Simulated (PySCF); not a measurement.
C6H12N2.
Geometry (GFN2-xTB, Å), atoms numbered from 1 in this order:
```
atom  x, y, z in Å
C1    -1.2844   -0.7395   -1.3550
N2    -0.9647    0.1574   -0.2650
C3    -1.7904   -0.0731    0.9011
C4     0.4389    0.2432    0.0282
C5     1.1315   -0.9507    0.5460
N6     2.3509   -0.9136    0.8572
C7     0.9286    1.5907    0.5190
C8     1.2445    1.1644   -0.8679
H9    -0.6074   -0.5467   -2.1850
H10   -1.2119   -1.8037   -1.0837
H11   -2.3059   -0.5408   -1.6808
H12   -1.5085    0.6326    1.6804
H13   -1.7044   -1.0937    1.3048
H14   -2.8323    0.0987    0.6300
H15    0.4992   -1.8475    0.6279
H16    2.7399   -1.7883    1.2006
H17    1.7222    1.5742    1.2486
H18    0.1810    2.3554    0.6585
H19    0.7135    1.6354   -1.6802
H20    2.2545    0.8563   -1.0876
```

The calculation used TDDFT PBE0/def2-SVPD, vertical, gas phase, core orbitals frozen in the response in PySCF.

Ground-to-excited transition dipoles (e·a0, same axes as the geometry; the sign carries no meaning), for the states with f of 0.002 or more among the lowest 6:

| state | E (eV) | μx | μy | μz |
| --- | --- | --- | --- | --- |
| S3 | 5.820 | 0.197 | -0.264 | 0.127 |
| S4 | 6.523 | 0.279 | -0.449 | 0.210 |
| S6 | 6.609 | 0.501 | -0.697 | 0.344 |

Task: Work out the oscillator strengths.

Result: f = (2/3) ΔE |μ|² with ΔE in hartree (27.2114 eV).

```json
{"state": "S3", "|μ|² (au)": "0.124", "|μ| (D)": "0.90", "f": "0.018"}
{"state": "S4", "|μ|² (au)": "0.323", "|μ| (D)": "1.45", "f": "0.052"}
{"state": "S6", "|μ|² (au)": "0.855", "|μ| (D)": "2.35", "f": "0.138"}
```

Task: Which bond between heavy atoms lies closest to the direction of the S6 transition dipole?

Result: C4–C5, at 5° from it; next C5–N6 at 54°.

Task: What angle do the transition dipoles of S3 and S6 make?

Result: |cos θ| = |μa·μb| / (|μa| |μb|) = 1.00, so θ ≈ 1° (taken between 0 and 90°, since the signs are arbitrary).

Task: How is the summed strength of these states shared among x, y and z?

Result: (2/3) Σ ΔE μα² gives 0.059 for x, 0.121 for y and 0.028 for z, 0.208 in all.

Task: What peak molar absorption coefficient would the strongest computed level give as a lone Gaussian band 0.3 eV wide at half height?

Result: ε(max) = 2.175×10⁸ f / FWHM, with the width in cm⁻¹. S6: 2.175×10⁸ × 0.1384 / 2420 ≈ 12000 L mol⁻¹ cm⁻¹.

One conformer stands for the species.
